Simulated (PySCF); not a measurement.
## Steps of a relaxation of [Tb(NH3)3]3+

[Tb(NH3)3]3+ (singlet in the valence; each metal's 4f electrons, 8 of them, lie in its core potential, out of spins and levels; a saddle point, relaxed within its symmetry). PySCF 2.14.0, RKS PBE0, Tb lcecp-1-SVP with ECP54, N def2-SVP, H def2-SVP; non-relativistic Hamiltonian with scalar-relativistic core potentials where named; density fitting; no spin-orbit coupling. Origin of the start: template. Columns: position (Å) and force (eV/Å). Energies are counted from the last step; some of the 7 steps are shown. Forces carry noise of the integration grid, about 0.01 to 0.03 eV/Å.

Run from Python with OMP_NUM_THREADS=2. Where DIIS fails, smearing, a level shift and second-order steps follow.
It took 38 s on 2 threads of Arm Neoverse V1 (shared host), from the converged density of the start.

```xyz
13
step 0  E = 0.190 eV
Tb    0.0000    0.0000    0.0000     0.00    0.00    0.00
N     2.5200    0.0000    0.0000    -1.89    0.03    0.00
H     2.9179   -0.4696    0.8133     0.44   -0.23    0.39
H     2.9179   -0.4696   -0.8133     0.44   -0.23   -0.39
H     2.9179    0.9392    0.0000     0.43    0.44    0.00
N    -1.2600    2.1824    0.0000     0.92   -1.65    0.00
H    -1.0523    2.7618    0.8133    -0.02    0.50    0.39
H    -1.0523    2.7618   -0.8133    -0.02    0.50   -0.39
H    -2.2723    2.0574    0.0000    -0.60    0.15    0.00
N    -1.2600   -2.1824    0.0000     0.97    1.62    0.00
H    -1.8656   -2.2922    0.8133    -0.42   -0.27    0.39
H    -1.8656   -2.2922   -0.8133    -0.42   -0.27   -0.39
H    -0.6456   -2.9966    0.0000     0.17   -0.59    0.00
```

```xyz
13
step 2  E = 0.015 eV
Tb    0.0000    0.0000    0.0000     0.00    0.00    0.00
N     2.4483    0.0008    0.0000     0.07    0.00    0.00
H     2.9064   -0.4678    0.8085    -0.11    0.05   -0.08
H     2.9064   -0.4678   -0.8085    -0.11    0.05    0.08
H     2.9061    0.9348    0.0000    -0.10   -0.10    0.00
N    -1.2248    2.1199    0.0000    -0.04    0.07    0.00
H    -1.0481    2.7510    0.8085     0.01   -0.12   -0.08
H    -1.0481    2.7510   -0.8085     0.01   -0.12    0.08
H    -2.2626    2.0493    0.0000     0.14   -0.04    0.00
N    -1.2235   -2.1207    0.0000    -0.04   -0.06    0.00
H    -1.8583   -2.2832    0.8085     0.10    0.07   -0.08
H    -1.8583   -2.2832   -0.8085     0.10    0.07    0.08
H    -0.6435   -2.9841    0.0000    -0.03    0.14    0.00
```

```xyz
13
step 4  E = 0.000 eV
Tb    0.0000    0.0000    0.0000     0.00    0.00    0.00
N     2.4188    0.0008    0.0000     0.01    0.00    0.00
H     2.8716   -0.4669    0.8073    -0.01   -0.01    0.02
H     2.8716   -0.4669   -0.8073    -0.01   -0.01   -0.02
H     2.8717    0.9332    0.0000    -0.01    0.03    0.00
N    -1.2101    2.0943    0.0000    -0.01    0.01    0.00
H    -1.0314    2.7203    0.8073     0.02    0.00    0.02
H    -1.0314    2.7203   -0.8073     0.02    0.00   -0.02
H    -2.2440    2.0204    0.0000    -0.02   -0.02    0.00
N    -1.2087   -2.0951    0.0000    -0.01   -0.01    0.00
H    -1.8401   -2.2534    0.8073    -0.01    0.01    0.02
H    -1.8401   -2.2534   -0.8073    -0.01    0.01   -0.02
H    -0.6277   -2.9535    0.0000     0.03   -0.01    0.00
```

Question: Where does the relaxation end?

Answer: It converges at step 6 in C3h:
```xyz
13
step 6  E = 0
Tb    0.0000    0.0000    0.0000
N     2.4184    0.0009    0.0000
H     2.8692   -0.4677    0.8084
H     2.8692   -0.4677   -0.8084
H     2.8694    0.9346    0.0000
N    -1.2100    2.0940    0.0000
H    -1.0296    2.7186    0.8084
H    -1.0296    2.7186   -0.8084
H    -2.2441    2.0177    0.0000
N    -1.2084   -2.0949    0.0000
H    -1.8396   -2.2510    0.8084
H    -1.8396   -2.2510   -0.8084
H    -0.6253   -2.9523    0.0000
```

Question: How did the contacts change?

Answer: 
```tsv
contact	start (Å)	end (Å)
Tb1–N2 (NH3)	2.520	2.418
Tb1–N6 (NH3)	2.520	2.418
Tb1–N10 (NH3)	2.520	2.418
```


An lcecp potential fixes the number of 4f electrons, so in runs with it no electron can move into or out of that shell.
